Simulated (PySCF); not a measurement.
In(NCO)(OMe)2 (C3H6InNO3), SMILES C[O][In]([N]=C=O)[O]C.

Coordinates come from a B3LYP-D3(BJ)/def2-SVP optimisation. The def2 effective core potentials stand for the cores of In; spin–orbit coupling is left out. Other conformers were not sampled.

Computed with TDA-ωB97X/def2-SVPD in PySCF.

Vertical excitations. 

Computed lowest excited states:
| state | energy (eV) | λ (nm) | f | main pairs |
|---|---|---|---|---|
| S1 | 4.74 | 262 | 0.000 | HOMO→LUMO 86 % |
| S2 | 5.08 | 244 | 0.015 | HOMO−1→LUMO 66 %, HOMO−2→LUMO 15 % |
| S3 | 5.42 | 229 | 0.070 | HOMO−2→LUMO 60 %, HOMO→LUMO+1 16 %, HOMO−1→LUMO 12 % |
| S4 | 5.79 | 214 | 0.051 | HOMO−3→LUMO 66 %, HOMO−1→LUMO+1 12 % |
| S5 | 5.94 | 209 | 0.020 | HOMO−4→LUMO 81 % |
| S6 | 6.24 | 199 | 0.004 | HOMO−5→LUMO 68 %, HOMO−3→LUMO 12 % |
| T1 | 4.37 | 284 | 0 | HOMO→LUMO 84 % |
| T2 | 4.56 | 272 | 0 | HOMO−2→LUMO 65 %, HOMO−1→LUMO 23 % |
Triplets are in the Tamm–Dancoff approximation.
